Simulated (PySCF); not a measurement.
C₅H₁₄PSi (charge +1).
Numbering: `[CH2:1]=[CH:2][CH2:3][P@@H+:4]([CH3:5])[CH2:6][SiH3:7]` (hydrogens: H8, H9 on C1; H10 on C2; H11, H12 on C3; H13 on P4; H14, H15, H16 on C5; H17, H18 on C6; H19, H20, H21 on Si7)

Torsions of this conformer, `[CH2:1]=[CH:2][CH2:3][P@@H+:4]([CH3:5])[CH2:6][SiH3:7]`: C1–C2–C3–P4 -108°, C2–C3–P4–C5 61°, C3–P4–C6–Si7 62°.

The closed-shell ground state was solved at several levels (PySCF, density fitting, gas phase, non-relativistic). Isolated species at its PBE0-D3(BJ)/def2-SVP geometry (one conformer only).

```csv
level,basis functions,HOMO (eV),LUMO (eV),gap (eV)
CAM-B3LYP/def2-SVPD,260,-12.97,-3.14,9.83
PBE0/pcSseg-1,203,-11.69,-4.27,7.42
```

(1) What might wB97X-D/pcSseg-1 (203 basis functions) give for the same quantities?

(2) Over all these levels, which gives the widest orbital gap and which the narrowest?

## Answers

(1) HOMO -13.54 eV, LUMO -2.46 eV, gap 11.08 eV.

(2) wB97X-D/pcSseg-1 (range-separated hybrid) has the widest, 11.08 eV, and PBE0/pcSseg-1 (global hybrid, 25 % exact exchange) the narrowest, 7.42 eV. The two share the basis. From the narrowest to the widest the HOMO moves by -1.85 eV and the LUMO by +1.81 eV.
